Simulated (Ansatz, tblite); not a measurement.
Removing and adding an electron: Al₈P₈H₂₂, a nanocrystal cut from wurtzite AlP (hydrogen-capped). The state is a singlet with charge 0. Geometry: r2SCAN-D4/def2-SVP. Ansatz, gas phase; energy differences of separate SCF runs; the oxidised species was run as a doublet alone; the reduced species was run as a doublet alone.

Cartesian coordinates in Å:
```
Al -0.169 -0.957 4.465
P 2.025 -0.098 3.735
P -1.151 -1.136 2.254
Al -1.441 0.998 1.205
Al 2.578 0.240 1.407
P 0.814 1.654 0.614
P -2.521 0.712 -0.914
Al -2.971 2.825 -2.018
Al 1.230 2.060 -1.712
P -0.617 3.470 -2.376
Al -0.028 -2.809 0.979
P 2.056 -1.822 0.331
P -1.302 -2.828 -1.087
Al -1.503 -0.818 -2.433
Al 2.385 -1.806 -2.086
P 0.763 -0.077 -2.659
H -0.860 0.214 5.293
H 0.107 -2.411 5.053
H 2.314 1.122 4.404
H 3.062 -0.892 4.296
H -2.469 -1.635 2.468
H -2.139 2.077 2.137
H 4.045 0.803 1.193
H 1.030 2.909 1.252
H -3.802 0.164 -0.615
H -3.578 3.878 -0.989
H -3.575 2.559 -3.468
H 2.645 2.692 -2.046
H -0.375 4.751 -1.811
H -0.414 3.803 -3.741
H 0.070 -4.253 1.626
H 3.028 -2.742 0.816
H -2.621 -3.242 -0.759
H -0.914 -3.927 -1.897
H -2.274 -1.091 -3.792
H 3.855 -1.304 -2.429
H 1.797 -3.189 -2.638
H 0.918 0.105 -4.062
```

The xTB rows come from tblite. Single mean-field runs in def2-TZVP are fitted with def2-universal-jkfit. HOMO above LUMO, or a gap near zero within one spin, warns that the state may not be the lowest or that an electron is smeared out.

Problem. Estimate orbital energies and vertical ionisation energies and electron affinities at: GFN1-xTB; GFN2-xTB; PBE-D4/def2-TZVP; PBE0-D4/def2-TZVP.

Solution. 
```json
{"level": "GFN1-xTB", "−HOMO (eV)": "10.35", "vertical IE (eV)": "11.95", "−LUMO (eV)": "6.24", "vertical EA (eV)": "4.68", "HOMO–LUMO gap (eV)": "4.11", "IE − EA (eV)": "7.27", "remarks": "–"}
{"level": "GFN2-xTB", "−HOMO (eV)": "10.50", "vertical IE (eV)": "12.04", "−LUMO (eV)": "7.38", "vertical EA (eV)": "5.80", "HOMO–LUMO gap (eV)": "3.11", "IE − EA (eV)": "6.23", "remarks": "–"}
{"level": "PBE-D4/def2-TZVP", "−HOMO (eV)": "6.34", "vertical IE (eV)": "–", "−LUMO (eV)": "2.32", "vertical EA (eV)": "0.92", "HOMO–LUMO gap (eV)": "4.02", "IE − EA (eV)": "–", "remarks": "HOMO above zero (-1 doublet), gap within one spin near zero (-1 doublet)"}
{"level": "PBE0-D4/def2-TZVP", "−HOMO (eV)": "7.37", "vertical IE (eV)": "8.52", "−LUMO (eV)": "1.61", "vertical EA (eV)": "0.70", "HOMO–LUMO gap (eV)": "5.76", "IE − EA (eV)": "7.82", "remarks": "HOMO above zero (-1 doublet)"}
```

Run but left out: PBE-D4/def2-TZVP (charge +1 doublet: an occupied level 0.01 eV above an empty one).   A HOMO above zero means that the electron is unbound at that level or that self-interaction error raises the level; the energy of removing that electron tells which. Raw xTB energy differences between charge states are shifted by several eV; the methods need an empirical correction for them. Sets without diffuse functions give affinities that are too small.
